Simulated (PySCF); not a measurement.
# Structure from NMR data

An unknown has the formula C5H8O2. Its calculated NMR data are:

¹H NMR (400 MHz, computed): δ 4.10 (m, 4H), 2.33 (m, 4H).

¹³C{¹H} NMR (computed): δ 210.0 (C), 73.5 (CH2), 47.7 (CH2).

Theoretical values (PySCF 2.14): geometry: GFN2-xTB, shielding tensors at PBE0/pcSseg-1 (GIAO), J: B3LYP/pcJ-1 (without the spin–dipole term). No solvent model, a single conformation, fast rotation and ring inversion assumed for equivalent nuclei, no relativistic terms.

δ = σ(ref) − σ, references computed at the same level: ¹H and ¹³C against TMS.

Question: What is the structure?

Answer: 
- The formula gives 2 degrees of unsaturation (1 ring in the answer).
- 3 carbon signals for 5 carbons: some carbons are equivalent by symmetry or fast rotation.
- Carbon types of the structure: 1 × C, 4 × CH2, which accounts for all hydrogens.
- δC 210.0: ketone carbonyl carbon; low-lying n→π* states of the double bond to the heteroatom give a large paramagnetic term (-272 ppm).
- δC 73.5: sp3 CH2 bonded to O; pulled downfield by the heteroatom.
- δC 47.7: sp3 CH2 α to a carbonyl; α to the electron-withdrawing carbonyl group.
- δH 4.10: hydrogen on an sp3 CH2 bonded to O; its carbon carries O, which withdraws density.
- δH 2.33: hydrogen on an sp3 CH2 α to a carbonyl; α to C=O.

These data were computed for tetrahydro-4H-pyran-4-one.

This is the structure that produced the data.

Splittings below 1 Hz are ignored in the labels, and close J values are merged. Couplings among chemically equivalent protons are left out too, so labels in AA′BB′ or AA′XX′ sets are apparent multiplicities. Unscaled 3J(H,H) at this level run about 10 % above measured values. Shifts are as computed. Against solution values, carbons near 30 ppm lie about +3 ppm off and those near 130 ppm about +5 ppm. Of 1211 compounds with measured shifts, 218 miss one by over three times the rms of a fit or turn the order of signals round; such compounds aren't used in these exercises.
